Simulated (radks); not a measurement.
Values are calculated unless marked as measured or tabulated.
Excited configurations of Zr III: one electron is placed in a higher orbital outside [Kr] 4d1. The ground configuration is [Kr] 4d2. Level of theory: scalar-relativistic Kohn-Sham, r2SCAN, spin-polarised, spherical densities, finite nucleus; open shells are filled with parallel spins first (spin-orbit coupling, left out, can overturn this in heavy ions); meta-GGA in the generalised Kohn-Sham scheme; Fermi nuclear charge, rms radius 4.2694 fm (a radial shooting solver on a logarithmic mesh with Libxc functionals). Excitation = E - E(ground); binding = E(ion) - E, where the ion is the core of charge +3; n* = 3/sqrt(2 binding) in atomic units, and the quantum defect is n - n*.

\begin{tabular}{lrrrrr}
outer orbital & excitation (eV) & binding (eV) & n* & eigenvalue (eV) & <r> (bohr) \\ \hline
5s & 1.948 & 20.972 & 2.416 & -18.172 & 3.085 \\
6p & 14.262 & 8.658 & 3.761 & -7.476 & 6.983 \\
6f & 19.164 & 3.756 & 5.710 & -3.170 & 14.52 \\
7s & 16.632 & 6.287 & 4.413 & -5.484 & 9.945 \\
7p & 17.481 & 5.439 & 4.745 & -4.721 & 11.24 \\
\end{tabular}

The Delta-SCF ionisation energy is 22.920 eV (NIST Atomic Spectra Database: 23.170 eV, semi-empirical). Self-interaction in the functional shifts the binding energies and quantum defects, so they are the method's values and not measured ones. Open shells are spherical and high-spin; term and fine-structure splittings are not resolved.
